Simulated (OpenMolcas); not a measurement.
An atom or ion with 12 electrons was computed by SS-CASPT2, IPEA 0.25 Eh, imaginary shift 0.1 Eh with spin-orbit coupling (OpenMolcas, ANO-RCC-VTZP, DKH2). The lowest levels that the run gave, each within 12 % of the measured value where one is at hand:

| J | Parity | E (cm-1) | g |
| --- | --- | --- | --- |
| 0 | even | 0.0 |  |
| 0 | odd | 37025 |  |
| 1 | odd | 37075 | 1.501 |
| 2 | odd | 37177 | 1.501 |
| 1 | odd | 61306 | 1.000 |

Problem. Which ion is it, and what are the configurations and terms?

Solution. Al+ (Z = 13, charge +1; active space 2 electrons in 8 orbitals (3s 3p 4s 4p)). J, parity and g give the terms where levels are pure, and mixed ones are named by the computed weights; the size of the splittings, set against known spectra of the 12-electron sequence, gives the charge. In order, with the measured energies in cm-1 (NIST Handbook of Basic Atomic Spectroscopic Data): 3s2 1S0, 3s 3p 3P* 0 (37393), 3s 3p 3P* 1 (37454), 3s 3p 3P* 2 (37578), 3s 3p 1P* 1 (59852).

Over all roots computed the reference weight is 0.89 to 0.99; the roots of lowest weight are the least certain, and an intruder state may touch them. The run also gave levels led by 3s 4s, which use shells meant for correlation; these and all levels above them are left out. Computed and measured levels are paired by configuration, term and J; levels that our copy of the source lacks, or whose pairing is in doubt (as where it misses far off the trend of its configuration), stay unpaired and out of the deviations. Only configurations of the active space appear.

* marks odd parity.
